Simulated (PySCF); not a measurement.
Species: C4H8FNSi2.
Structure used (GFN2-xTB), in Å, numbered top down from 1:
```
atom  x, y, z in Å
C1     0.917    0.736    1.785
Si2    0.426   -0.484    0.413
Si3    1.715   -0.316   -1.512
C4    -1.385   -0.045   -0.049
C5    -1.926    1.167    0.398
N6    -2.299    2.177    0.796
C7    -2.120   -0.849   -0.809
F8    -1.621   -2.010   -1.261
H9     0.264    0.659    2.652
H10    1.933    0.553    2.121
H11    0.865    1.764    1.435
H12    0.304   -1.828    1.007
H13    1.528    0.975   -2.182
H14    1.393   -1.359   -2.485
H15    3.137   -0.440   -1.183
H16   -3.139   -0.691   -1.138
```

Computed with TDDFT CAM-B3LYP/def2-SVPD, vertical, gas phase, core orbitals frozen in the response (PySCF 2.14.0, density-fitted response routines). GFN2-xTB frequencies show an imaginary mode (25i cm⁻¹), so this geometry is no minimum at that level.

Computed states:

| state | E (eV) | f |
| --- | --- | --- |
| S1 | 5.98 | 0.120 |
| S2 | 6.13 | 0.097 |
| S3 | 6.68 | 0.0036 |
| S4 | 6.90 | 0.059 |
| S5 | 7.12 | 0.040 |
| S6 | 7.32 | 0.021 |
| S7 | 7.41 | 0.0080 |
| S8 | 7.48 | 0.0068 |

Each state is given a Gaussian of 0.4 eV full width at half maximum, with ε(max) = 2.175×10⁸ f / Δν̃ (Δν̃ the width in cm⁻¹). The cross-section is σ = 3.8235×10⁻²¹ ε cm², given in Mb (10⁻¹⁸ cm²). The width is an assumption, not a result. The curve ends short of the highest state used, and states not computed would add to its high-energy end.

(1) What does the envelope look like, and where are its maxima?

(2) Coming from long wavelengths, where does ε first pass 100 L mol⁻¹ cm⁻¹?

(3) On this curve, what absorbance would a 10⁻⁵ mol/L sample give at 193 nm over a 1 cm path?

## Answers

(1) 
| E (eV) | σ (Mb) |
| --- | --- |
| 5.38 | 0.06 |
| 5.41 | 0.12 |
| 5.43 | 0.17 |
| 5.46 | 0.30 |
| 5.49 | 0.52 |
| 5.52 | 0.85 |
| 5.54 | 1.17 |
| 5.57 | 1.83 |
| 5.60 | 2.79 |
| 5.62 | 3.63 |
| 5.65 | 5.26 |
| 5.68 | 7.40 |
| 5.71 | 10.11 |
| 5.73 | 12.25 |
| 5.76 | 15.96 |
| 5.79 | 20.22 |
| 5.82 | 24.92 |
| 5.84 | 28.21 |
| 5.87 | 33.21 |
| 5.90 | 38.06 |
| 5.93 | 42.47 |
| 5.95 | 45.03 |
| 5.98 | 48.12 |
| 6.01 | 50.10 |
| 6.04 | 50.85 |
| 6.06 | 50.63 |
| 6.09 | 49.26 |
| 6.12 | 46.73 |
| 6.15 | 43.21 |
| 6.17 | 40.45 |
| 6.20 | 35.86 |
| 6.23 | 30.99 |
| 6.25 | 27.72 |
| 6.28 | 22.96 |
| 6.31 | 18.55 |
| 6.34 | 14.64 |
| 6.36 | 12.36 |
| 6.39 | 9.45 |
| 6.42 | 7.17 |
| 6.45 | 5.51 |
| 6.47 | 4.71 |
| 6.50 | 3.96 |
| 6.53 | 3.69 |
| 6.56 | 3.86 |
| 6.58 | 4.18 |
| 6.61 | 4.98 |
| 6.64 | 6.09 |
| 6.67 | 7.49 |
| 6.69 | 8.56 |
| 6.72 | 10.31 |
| 6.75 | 12.18 |
| 6.78 | 14.08 |
| 6.80 | 15.32 |
| 6.83 | 17.08 |
| 6.86 | 18.63 |
| 6.88 | 19.53 |

Maxima: 205 nm (6.04 eV), ε about 13000, made up of S1 (56%) and S2 (44%) (ε in L mol⁻¹ cm⁻¹; maxima over ε = 5, shares over 10%). At its high-energy end, 6.88 eV, the curve is still rising (ε about 5100, from S4 and S5).

(2) At about 227 nm (5.47 eV), 0.51 eV below S1.

(3) 193 nm is 6.424 eV, where ε is about 1800 L mol⁻¹ cm⁻¹, so A = ε c l ≈ 0.018 (Beer–Lambert, with the gas-phase spectrum and the assumed width).

One conformer stands for the species.
